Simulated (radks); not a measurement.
Values are calculated unless marked as measured or tabulated.
Question: Ionisation of neutral neon, [Ne], to Ne+, [He] 2s2 2p5, under several functionals. Dirac Kohn-Sham, spin-unpolarised, spherical densities, point nucleus; open shells fill j = l - 1/2 first; a radial shooting solver on a logarithmic mesh with Libxc functionals. Known Delta-SCF values: BP86 22.524 eV; exchange-only PBE 21.407 eV. What does AM05 give, and what is its highest occupied eigenvalue?

Answer: 22.346 eV by Delta-SCF; the 2p3/2 eigenvalue is -13.223 eV. NIST: 21.565 eV (measured).

Beside tabulated values, note that spin-unpolarised runs miss the spin-polarisation part of the exchange energy of open shells.
